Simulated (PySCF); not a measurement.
Gas-phase reaction: GeCl3 + 2 HCl ⇌ GeH2 + 5 Cl, at 2500 K and a standard pressure of 1 bar. Level: M06-2X/def2-TZVP†.

Computed with PySCF and rigid-rotor harmonic-oscillator thermochemistry at 1 bar. † marks an energy on the PBE0/def2-TZVP geometry and frequencies. Open shells (unrestricted): GeCl3 (multiplicity 2), Cl (multiplicity 2, electronic degeneracy 6); the rest are closed-shell singlets. Spin-orbit splitting is ignored; it lowers the true energy and changes the entropy of Cl. Ge: all electrons, no relativistic terms. GeCl3, GeH2: computed as isolated molecules; such fragments, hydroxides, amides, oligomers or adducts are transient or little studied in the gas. The harmonic model lacks anharmonicity and excited electronic states, which grow with temperature; levels with a mode under 35 cm⁻¹ are left out.

| species | E (Ha) | H(2500 K) − E (kJ/mol) | S°(2500 K) (J/mol/K) |
|---|---|---|---|
| GeCl3 | -3457.71548 | 208.2 | 508.7 |
| HCl | -460.79812 | 98.5 | 253.4 |
| GeH2 | -2078.13951 | 150.2 | 319.8 |
| Cl | -460.13261 | 52.0 | 212.5 |
E: electronic energy; H − E holds the zero-point and thermal terms. 1 Ha = 2625.5 kJ/mol.

**Question.** Work out ΔH°, ΔS°, ΔG° and log10 K from these numbers.

**Answer.** 1. ΔE = 1×(-2078.13951) + 5×(-460.13261) − 1×(-3457.71548) − 2×(-460.79812) = 0.50916 Ha = 1336.8 kJ.
2. Δ(H − E) = 1×(150.2) + 5×(52.0) − 1×(208.2) − 2×(98.5) = 5.0 kJ, so ΔH° = 1341.8 kJ.
3. ΔS° = 1×(319.8) + 5×(212.5) − 1×(508.7) − 2×(253.4) = 366.8 J/K; the number of gas molecules changes by +3.
4. ΔG° = ΔH° − TΔS° = 1341.8 − 2500×(366.8)/1000 = 424.8 kJ.
5. log10 K = −ΔG°/(RT ln 10) = -8.88, with RT ln 10 = 47.86 kJ/mol; at standard pressures the reactants are favoured.
6. A shift of 10 kJ in ΔE would move log10 K by 0.21 here.
For scale, ΔH°(298 K) is 1326 kJ at this level, 1305 kJ at ωB97M-V/def2-TZVP†, and runs from 836 to 1546 kJ over the 19 levels computed.
